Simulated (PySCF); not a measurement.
## Peak assignment

Cartesian coordinates in Å; atom numbers follow the order of the lines, from 1:
```xyz
16

C     2.5043    0.0656   -0.2810
C     1.0167    0.0330   -0.1251
C     0.2828   -1.0630   -0.5688
C    -1.0878   -1.1095   -0.4152
C    -1.7517   -0.0440    0.1933
C    -3.1552   -0.0819    0.3514
N    -4.2942   -0.1141    0.4810
C    -1.0259    1.0577    0.6468
C     0.3443    1.0877    0.4850
H     2.8164   -0.5038   -1.1532
H     2.8640    1.0872   -0.3768
H     2.9778   -0.3765    0.5962
H     0.7941   -1.8897   -1.0402
H    -1.6533   -1.9617   -0.7622
H    -1.5434    1.8792    1.1203
H     0.9035    1.9426    0.8373
```

PySCF 2.14 calculation with structure optimised with GFN2-xTB and NMR shieldings at PBE0/pcSseg-1/GIAO; equivalent nuclei averaged, one computed conformer, non-relativistic Hamiltonian, no solvent.

Scale: TMS for 13C and 1H (reference shieldings calculated alike).

Q: Assign these signals to the numbered atoms. 13C{1H} NMR (computed): δ 148.8 (C), 140.0 (CH), 134.8 (CH), 124.7 (C), 114.5 (C), 24.5 (CH3).

A: 
| δ (ppm) | atoms | environment | reason |
| --- | --- | --- | --- |
| 148.8 | C2 | substituted aromatic carbon | – |
| 140.0 | C4/C8 | aromatic CH | – |
| 134.8 | C3/C9 | aromatic CH | the aromatic region |
| 124.7 | C6 | nitrile carbon | typical of a nitrile |
| 114.5 | C5 | substituted aromatic carbon | – |
| 24.5 | C1 | methyl carbon on an aromatic ring | a saturated carbon with 1 carbon neighbour and no heteroatom attached |

Q: Assign these signals to the numbered atoms. 1H NMR (500 MHz, computed): δ 7.89 (d, 2H), 7.58 (d, 2H), 2.57 (s, 3H).

A: 
| δ (ppm) | atoms | environment | reason |
| --- | --- | --- | --- |
| 7.89 | H14/H15 | hydrogen on an aromatic CH | the ring current deshields protons in the ring plane |
| 7.58 | H13/H16 | hydrogen on an aromatic CH | – |
| 2.57 | H10/H11/H12 | hydrogen on a methyl carbon on an aromatic ring | benzylic-type position, deshielded by the ring |

Shifts are as computed. Against solution values, carbons near 30 ppm lie about +3 ppm off and those near 130 ppm about +5 ppm. Of 1211 compounds with measured shifts, 218 miss one by over three times the rms of a fit or turn the order of signals round; such compounds aren't used in these exercises. No couplings were computed; multiplicities are counted from neighbouring protons, with m where these are inequivalent, close in shift, in a saturated or five-membered ring or joined by F or P, and br s for small geminal =CH2 splittings.
